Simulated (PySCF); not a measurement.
C2H4GeN2, SMILES [GeH3]/[CH]=N\C#N. Geometry: PBE-D3(BJ)/def2-SVP. The structure was generated by enumeration; whether it is a known compound was not checked.

Computed equilibrium geometry at PBE-D3(BJ)/def2-SVP (PySCF confirms it by a frequency run) as bond lengths and angles:
Atoms: N1 C2 N3 C4 Ge5 H6 H7 H8 H9. Bonds (Å): N1–C2 1.181, C2–N3 1.333, N3–C4 1.293, C4–Ge5 1.990, C4–H6 1.111, Ge5–H7 1.549, Ge5–H8 1.549, Ge5–H9 1.542. Angles (°): N1–C2–N3 172.2, C2–N3–C4 124.6, N3–C4–Ge5 128.0, N3–C4–H6 114.7, Ge5–C4–H6 117.3, C4–Ge5–H7 107.4, C4–Ge5–H8 107.3, C4–Ge5–H9 109.3, H7–Ge5–H8 109.2, H7–Ge5–H9 111.7, H8–Ge5–H9 111.8.
